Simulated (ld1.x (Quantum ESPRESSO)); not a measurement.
# What one change does to a pseudopotential (phosphorus, ultrasoft)

ld1.x (Quantum ESPRESSO) 7.5 input, shortened:

```
&input
   title='P', zed=15., rel=1, dft='PBE', iswitch=3,
   config='[Ne] 3s2 3p2.5'
 /
 &inputp
   pseudotype=3, tm=.true., lloc=-1, rcloc=1.55,
   nlcc=.false.,
   which_augfun='PSQ', rmatch_augfun_nc=.true.
 /
4
3S  1  0   2.00   0.00  1.25  1.55  0.0
3S  1  0   0.00  -0.40  1.25  1.55  0.0
3P  2  1   2.50   0.00  1.50  2.10  0.0
3P  2  1   0.00  -0.15  1.50  2.10  0.0
 &test
   configts(1)='3s2 3p2.5'
 /
```

All-electron outer shells of the reference configuration (PBE, scalar-relativistic, ld1.x):

```json
{"shell": "3s", "level (eV)": "-18.43", "outermost node (bohr)": "0.65", "outermost maximum (bohr)": "1.56"}
{"shell": "3p", "level (eV)": "-9.67", "outermost node (bohr)": "0.64", "outermost maximum (bohr)": "1.79"}
```

Change: waves 3p (bound): rcut 1.50, rcutus 2.34 bohr; 3p channel at -0.15 Ry: rcut 1.50, rcutus 2.34 bohr.

Cutoffs: the cutoffs (Ry, on a coarse ladder) from which the occupation-weighted sum of valence levels, in a spherical-Bessel basis at the reference potential, stays within 10 and 1 mRy of its value at 400 Ry; they do not see the model core or the augmentation charge, which bear on the density cutoff. Errors are all-electron minus pseudo energies relative to the spin-unpolarised reference configuration.

Problem. What does the change do?

Solution. The potential gets softer (15 Ry and 18 Ry → 12 Ry and 18 Ry); of the 7 tests that both files solve, the error grows in 4 and shrinks in 0 by more than 15 % and 0.3 meV (median size 17.6 → 22.4 meV); neither file shows a bound ghost. A larger radius leaves more room for a smooth pseudo-wave, so fewer plane waves are needed. More of the atom is replaced by a form fitted at one configuration, so other configurations suffer.

```csv
quantity,base,changed
"cutoff, loose",15 Ry,12 Ry
"cutoff, tight",18 Ry,18 Ry
bound ghosts,none,none
"error for 3s2 3p3, meV [ΔE -3.77 eV]",+0.2,+0.3
"error for 3s2 3p2, meV [ΔE 5.95 eV]",-0.2,0.0
"error for 3s2 3p1, meV [ΔE 25.10 eV]",+4.7,+7.6
"error for 3s1 3p0, meV [ΔE 106.85 eV]",+128,+146
"error for 3s1 3p3, meV [ΔE 15.08 eV]",+18,+22
"error for 3s0 3p5, meV [ΔE 13.43 eV]",+120,+157
"error for 3s1 3p4, meV [ΔE 4.76 eV]",+23,+30
lowest overlap eigenvalue by channel,"s 0.46, p 0.83","s 0.46, p 0.86"
```
